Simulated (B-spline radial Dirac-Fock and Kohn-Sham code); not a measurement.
Run log: Sn

ΔSCF core binding energies without Breit or QED terms, calculated with a radial B-spline solver.

Input (task.json):

```json
{"items": [{"Z": 50, "q": 0, "cfg": [[1, 0, 2], [2, 0, 2], [2, 1, 6], [3, 0, 2], [3, 1, 6], [3, 2, 10], [4, 0, 2], [4, 1, 6], [4, 2, 10], [5, 0, 2], [5, 1, 2]], "A": 120, "rrms": 4.6519, "do": "settings", "holes": ["K", "L3", "M5"],
  "settings": [{"rel": "dirac", "method": "hf", "nuc": "fermi", "radius_factor": 1.0, "rmax": 30.0, "h": 0.3, "order": 8, "points": 10, "c_factor": 1.0, "maxit": 60, "damp": 0.5, "ndamp": 3, "tol": 1e-08}]}]}
```

Command: `python xray2_run.py task.json out`

Ground-state iterations:

```
iter   energy (Ha)        error
   1    -6174.45949598  1.76e+00
   2    -6175.42857811  1.87e-01
   3    -6176.10678845  3.51e-02
   4    -6176.12925036  7.63e-03
   5    -6176.12990778  3.40e-03
   6    -6176.13018021  7.15e-04
   7    -6176.13018837  1.48e-04
   8    -6176.13018871  1.77e-05
   9    -6176.13018872  2.24e-06
  10    -6176.13018872  3.11e-07
```

The ground state converged in 10 iterations, with total energy -6176.13019 Ha, virial ratio 1.94964 and highest orbital energy -6.57 eV. ΔSCF binding energies: K (1s) 29303.3 eV, L3 (2p3/2) 3944.6 eV, M5 (3d5/2) 493.3 eV.
